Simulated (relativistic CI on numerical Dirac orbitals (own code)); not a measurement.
**Spin-allowed bands of a d7 ion in an octahedral site, by hand**

Problem. Take Δ = 13110 cm⁻¹ and B = 690 cm⁻¹ for a high-spin d7 ion in an octahedral site. Calculate the three spin-allowed bands.

Working.
1. The terms of highest spin are 4F (energy 0) and 4P (15B = 10350 cm⁻¹). Here the F term splits into A2 at +1.2Δ = 15732, T2 at +0.2Δ = 2622 and T1 at −0.6Δ = -7866 cm⁻¹.
2. The two T1 states mix through the element 0.4Δ: H = [[-7866, 5244], [5244, 10350]], with roots ½(H₁₁ + H₂₂) ∓ ½√[(H₂₂ − H₁₁)² + 4H₁₂²] = ½(2484) ∓ ½(21020) = -9268 and 11752 cm⁻¹.
3. The ground term is 4T1 at -9268 cm⁻¹.
4. Bands: 4T2 11890 cm⁻¹ (841 nm), 4T1(P) 21020 cm⁻¹ (476 nm), 4A2 25000 cm⁻¹ (400 nm).

Check. Exact diagonalisation of the whole d7 shell with these parameters gives 4T2 11890, 4T1 21020, 4A2 25000 cm⁻¹. The match is exact, since without spin-orbit coupling no other term has this spin. The ratio of the second band to the first, 1.768, depends on Δ/B = 19.0 alone, which is how a Tanabe-Sugano diagram is read.
